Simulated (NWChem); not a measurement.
System meant: VNH₃O₂Cl; SMILES [NH]=[V]([Cl])([OH])[OH]

Here is an NWChem input.

```
start job
memory heap 200 mb stack 900 mb global 1100 mb
geometry units angstroms noautoz
  V      0.085948     0.244326     0.000000
  N     -1.423656     0.790465     0.000000
  H     -2.419170     0.999630     0.000000
  Cl    -0.018675    -1.957814     0.000000
  O      0.908930     0.829507     1.439054
  H      0.432006     1.311443     2.132273
  O      0.908930     0.829507    -1.439054
  H      0.432006     1.311443    -2.132273
end
basis spherical
  V library def2-svp
  N library def2-svp
  H library def2-svp
  Cl library def2-svp
  O library def2-svp
end
dft
  xc b3lyp
  iterations 4
  mulliken
end
task dft energy
```

End of the output:

```
    Atom       Charge   Shell Charges
 -----------   ------   -------------------------------------------------------
    1 V   23    27.10   2.00  2.00  1.90  0.32  0.09  5.99  5.84  1.19  5.55  2.19  0.04
    2 N    7     5.12   1.97  0.73  0.50  0.98  0.90  0.04
    3 H    1     0.86   0.56  0.23  0.07
    4 Cl  17    16.94   2.00  1.96  1.05  0.81  5.81  2.17  3.12  0.02
    5 O    8     7.08   1.97  0.88  0.63  1.96  1.62  0.02
    6 H    1     0.91   0.58  0.18  0.15
    7 O    8     7.08   1.97  0.88  0.63  1.96  1.62  0.02
    8 H    1     0.91   0.58  0.18  0.15

 center of mass
 --------------
 x =   0.02951385 y =   0.05424864 z =   0.00000000

 moments of inertia (a.u.)
 ------------------
         882.515988667818          -0.000000000000           0.000000000000
          -0.000000000000         481.800169977930          -0.000000000000
           0.000000000000          -0.000000000000         825.718996115884

     Multipole analysis of the density
     ---------------------------------

     L   x y z        total         alpha         beta         nuclear
     -   - - -        -----         -----         ----         -------
     0   0 0 0     -0.000000    -33.000000    -33.000000     66.000000

     1   1 0 0     -4.317308     -2.158654     -2.158654     -0.000000
     1   0 1 0     -4.917812     -2.458906     -2.458906      0.000000
     1   0 0 1     -0.000000     -0.000000     -0.000000     -0.000000

     2   2 0 0     -8.402273    -63.340828    -63.340828    118.279383
     2   1 1 0      5.480819      1.522004      1.522004      2.436812
     2   1 0 1     -0.000000     -0.000000     -0.000000     -0.000000
     2   0 2 0    -21.094006   -164.630060   -164.630060    308.166113
     2   0 1 1      0.000000      0.000000      0.000000      0.000000
     2   0 0 2    -13.082587    -81.939315    -81.939315    150.796043

 ------------------------------------------------------------------------
 dft energy failed                                                                                  0
 ------------------------------------------------------------------------
 ------------------------------------------------------------------------
  current input line :
    25: task dft energy
 ------------------------------------------------------------------------
 ------------------------------------------------------------------------
 This type of error is most commonly associated with calculations not reaching convergence criteria
 ------------------------------------------------------------------------
 For more information see the NWChem manual at https://nwchemgit.github.io

0:dft energy failed:Received an Error in Communication
```

Problem. What is wrong, and how is it mended?

Solution. The run did not converge; its last values are not results. Cause: the SCF was allowed too few iterations. This input runs:
```
start job
memory heap 200 mb stack 900 mb global 1100 mb
geometry units angstroms noautoz
  V      0.085948     0.244326     0.000000
  N     -1.423656     0.790465     0.000000
  H     -2.419170     0.999630     0.000000
  Cl    -0.018675    -1.957814     0.000000
  O      0.908930     0.829507     1.439054
  H      0.432006     1.311443     2.132273
  O      0.908930     0.829507    -1.439054
  H      0.432006     1.311443    -2.132273
end
basis spherical
  * library def2-svp
end
dft
  xc b3lyp
  iterations 150
  mulliken
end
task dft energy
```
It converges to -1610.95249 Ha (B3LYP/def2-SVP).
